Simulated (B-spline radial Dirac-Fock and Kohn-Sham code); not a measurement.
**Dipole and non-dipole photoemission parameters of O 2s**

System: neutral oxygen in the configuration [He] 2s2 2p4; threshold 28.19 eV (orbital energy of the model). Method: Dirac-Hartree-Slater photoionisation with a Latter tail; cross sections with all multipoles, angular parameters from the dipole term and its interference with E2. Computed with a radial finite-basis atomic code.

The run's input, task.json:

```json
{"items": [{
  "Z": 8,
  "q": 0,
  "cfg": [[1, 0, 2], [2, 0, 2], [2, 1, 4]],
  "A": 16,
  "rrms": 2.6991,
  "do": "xps",
  "hv": [62.8, 69.6, 70.7, 74.3, 80, 80.2, 91.7, 100, 124.0, 144.0, 150, 155.0, 165.0, 227.0, 400, 588.0, 600, 826.0, 873.0, 956.0, 1380.0, 1780.0, 1820.0, 2984.4, 3510.0, 3540.0, 4810.0, 5414.7, 8560.0, 9251.7],
  "edges": {"K": 543.1}
}]}
```

Command: `python xray2_run.py task.json out`

| hν (eV) | σ (kb) | β | γ |
| --- | --- | --- | --- |
| 62.8 | 797 | 2.000 | 0.037 |
| 69.6 | 748 | 2.000 | 0.014 |
| 70.7 | 739 | 2.000 | 0.011 |
| 74.3 | 711 | 2.000 | 0.002 |
| 80 | 666 | 2.000 | -0.010 |
| 80.2 | 664 | 2.000 | -0.010 |
| 91.7 | 580 | 2.000 | -0.024 |
| 100 | 525 | 2.000 | -0.029 |
| 124 | 397 | 2.000 | -0.030 |
| 144 | 316 | 2.000 | -0.022 |
| 150 | 296 | 2.000 | -0.018 |
| 155 | 281 | 2.000 | -0.015 |
| 165 | 253 | 2.000 | -0.008 |
| 227 | 142 | 2.000 | 0.041 |
| 400 | 45.1 | 2.000 | 0.172 |
| 588 | 19.0 | 2.000 | 0.293 |
| 600 | ? | ? | ? |
| 826 | 8.42 | 2.000 | 0.421 |
| 873 | 7.35 | 2.000 | 0.444 |
| 956 | 5.87 | 2.000 | 0.483 |
| 1380 | 2.29 | 2.000 | 0.657 |
| 1780 | 1.16 | 2.000 | 0.794 |
| 1820 | 1.09 | 2.000 | 0.806 |
| 2984.4 | 0.278 | 2.000 | 1.122 |
| 3510 | 0.175 | 2.000 | 1.244 |
| 3540 | 0.171 | 2.000 | 1.251 |
| 4810 | 0.0695 | 2.000 | 1.509 |
| 5414.7 | 0.0488 | 2.000 | 1.616 |
| 8560 | 0.0122 | 2.000 | 2.084 |
| 9251.7 | 0.00957 | 2.000 | 2.174 |

Q: Give the values at 600 eV.

A: σ = 18.1 kb, β = 2.000, γ = 0.300. For an s subshell δ is negligible.
